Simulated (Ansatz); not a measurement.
Reaction (substitution at a C–N bond): `C#CN(C)CN` + `[OH][Ti]([F])([Cl])[SeH]` → `C[Se][Ti]([OH])([F])[Cl]` + `C#CNCN`

Program: Ansatz. Geometries: PBE0-D4/def2-TZVP. ΔE: electronic, gas phase. CBS: MP2 limit from def2 TZ/QZ plus the TZ coupled-cluster correction, frozen cores. DFT in def2-TZVPP. B3LYP here is the variant with VWN-RPA as its local correlation; programs differ in this. For Se, Ti outer-core shells are correlated without core-valence functions, which leaves a few kJ/mol of doubt a bond. Scalar relativity is left out up to krypton. One conformer a species, not always the lowest.

| level | ΔE (kJ/mol) | difference from CCSD(T)/CBS |
| --- | --- | --- |
| r2SCAN-D4 | -12.8 | 2.6 |
| B3LYP-D4 | -14.0 | 1.4 |
| PBE | -16.0 | -0.6 |
| r2SCAN | -13.2 | 2.2 |
| CCSD/def2-TZVPP | -11.5 | 3.9 |
| CCSD(T)/def2-TZVPP | -12.7 | 2.7 |
| MP2/def2-QZVPP | -16.0 | -0.6 |
| HF/CBS(def2) | -8.5 | 6.9 |
| MP2/CBS(def2) | -17.3 | -1.9 |
| CCSD/CBS(def2) | -14.2 | 1.2 |
| CCSD(T)/CBS | -15.4 | 0 |

Largest T1 diagnostic among the species: 0.023, so the coupled-cluster value is less sure than usual.

In def2-TZVPP, CCSD(T) changes the Hartree–Fock value by −4.0 kJ/mol (the triples alone add −1.2 kJ/mol) and MP2 by −5.8 kJ/mol.
